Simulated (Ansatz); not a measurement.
C3H3BF2, SMILES C#CB(F)CF.

Coordinates come from a B3LYP-D3(BJ)/def2-SVP optimisation. This is a generated structure with no PubChem entry under its InChIKey; it may be hypothetical. One conformer was computed; it need not be the lowest.

Two levels are set side by side: PBE/def2-SVPD (Ansatz, a first-principles code) and CAM-B3LYP/def2-SVPD (Ansatz). Energy differences of separate SCF runs at the same geometry; the states with an electron removed or added have multiplicity 2 and 2. Differences are taken from unrounded values.

```
quantity                           CAM-B3LYP    PBE  PBE minus CAM-B3LYP
---------------------------------  ---------  -----  -------------------
vertical ionisation energy (eV)        11.12  10.49                -0.64
vertical singlet–triplet gap (eV)       4.44   4.35                -0.09
```
